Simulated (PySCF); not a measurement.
Computed IR spectrum (relative IR intensity) of a molecule C₂H₅NO₂Si. Geometry: B3LYP-D3(BJ)/def2-SVP. One conformer was computed; it need not be the lowest. Method: B3LYP-D3(BJ)/def2-SVP (PySCF). Frequencies are harmonic and unscaled.

Lines under 2 % of the strongest are left out, and lines within 2 cm⁻¹ are merged.

ν (cm⁻¹): 612 (w), 623 (vw), 693 (w), 778 (vw), 938 (m), 991 (w), 1151 (m), 1215 (w), 1535 (vw), 2229 (w), 2238 (w), 2457 (vs), 2987 (w), 3053 (vw) (against the strongest line: vs over 80 %, s over 45 %, m over 15 %, w over 4 %, vw less)

Which structure fits?
A) CO[SiH2]N=C=O
B) CC1=N[Si@H](O)O1
C) CO[SiH2]OC#N
D) C[Si@@]1(O)N=CO1

A, CO[SiH2]N=C=O
